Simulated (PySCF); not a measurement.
C4H7O, SMILES C[CH]C(C)=O, multiplicity 2. Atoms are numbered in the order given.

```xyz
12

C     -2.0128     0.3707    -0.0418
C     -0.6581     0.4383     0.5611
C      0.4968    -0.1490    -0.0932
C      1.8441    -0.0286     0.6005
O      0.3850    -0.7276    -1.1803
H     -1.9701    -0.1677    -0.9985
H     -2.4236     1.3832    -0.2102
H     -2.7233    -0.1400     0.6339
H     -0.5211     0.9437     1.5243
H      1.8114    -0.4932     1.5997
H      2.6106    -0.5242    -0.0086
H      2.1158     1.0305     0.7417
```
Charge 0, spin multiplicity 2.

Geometry optimised at TPSSh-D3(BJ)/def2-SVP. The isomer is the one that the SMILES or the coordinates give; other isomers of the formula were not compared. Other conformers were not sampled.

Two levels are set side by side: PBE/pcH-1 (PySCF) and B3LYP/pcH-1 (PySCF). Contact hyperfine couplings, same geometry. Differences are taken from unrounded values.

| quantity | B3LYP |
|---|---|
| A(iso) of 13C, atom C1 (MHz) | -27.2 |
| A(iso) of 13C, atom C2 (MHz) | 71.1 |
| A(iso) of 13C, atom C3 (MHz) | -37.9 |
| A(iso) of 13C, atom C4 (MHz) | -2.7 |
| A(iso) of 17O, atom O5 (MHz) | -18.8 |
| A(iso) of 1H, atom H6 (MHz) | 2.1 |
| A(iso) of 1H, atom H7 (MHz) | 99.4 |
| A(iso) of 1H, atom H8 (MHz) | 99.1 |
| A(iso) of 1H, atom H9 (MHz) | -51.7 |
| A(iso) of 1H, atom H10 (MHz) | 1.2 |
| A(iso) of 1H, atom H11 (MHz) | -1.8 |
| A(iso) of 1H, atom H12 (MHz) | 1.2 |

What does PBE give, and how far is it from B3LYP? (An estimate is asked for; the answer gives what the named calculation found.)


| quantity | PBE | PBE minus B3LYP |
|---|---|---|
| A(iso) of 13C, atom C1 (MHz) | -25.2 | 2.0 |
| A(iso) of 13C, atom C2 (MHz) | 58.6 | -12.5 |
| A(iso) of 13C, atom C3 (MHz) | -31.0 | 6.9 |
| A(iso) of 13C, atom C4 (MHz) | -4.2 | -1.5 |
| A(iso) of 17O, atom O5 (MHz) | -9.5 | 9.3 |
| A(iso) of 1H, atom H6 (MHz) | 1.1 | -1.0 |
| A(iso) of 1H, atom H7 (MHz) | 98.0 | -1.5 |
| A(iso) of 1H, atom H8 (MHz) | 97.6 | -1.5 |
| A(iso) of 1H, atom H9 (MHz) | -48.3 | 3.5 |
| A(iso) of 1H, atom H10 (MHz) | 5.7 | 4.5 |
| A(iso) of 1H, atom H11 (MHz) | -1.6 | 0.1 |
| A(iso) of 1H, atom H12 (MHz) | 5.8 | 4.6 |

Rough cost on one machine, each run with all the roots and properties that it gave: B3LYP against PBE within a factor of 2.
